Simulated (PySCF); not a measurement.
Polarisability and C₆ of Zn(2+) (zinc, charge +2)

[Ar] 3d10, closed-shell 1S. All numbers are calculated (PySCF 2.14, scalar relativity through the core potential, in aug-cc-pVTZ-PP with ECP10MDF). Coupled (time-dependent) response in atomic units; α is the mean over directions.

```csv
method,mean α (bohr³),C₆ (like pair),S(−4)
UHF,2.143,5.479,1.891
PBE,2.696,6.992,3.978
PBE0,2.505,6.480,3.122
r2SCANh,2.573,6.726,3.293
CAM-B3LYP,2.566,6.635,3.420
```

S(−4) is the Cauchy moment in α(ω) = α(0) + S(−4) ω² + …

α(iu) at CAM-B3LYP:

```csv
u (hartree),α(iu) (bohr³)
0,2.566
0.0500,2.558
0.100,2.533
0.200,2.442
0.300,2.313
0.500,2.027
0.750,1.717
1.00,1.479
1.50,1.145
2.00,0.9139
3.00,0.6169
5.00,0.3343
```

A single London oscillator, α(iu) = α/(1 + u²/ω²), gives C₆ = (3/4) ω α². Matching the computed C₆ needs ω = 4 × 6.635 / (3 × 2.566²) = 1.34 hartree.

For an ion, C₆ is the dispersion term alone; charge-induced terms of lower order in 1/R come first.

Energies and moments cover only the electrons outside the core potential.
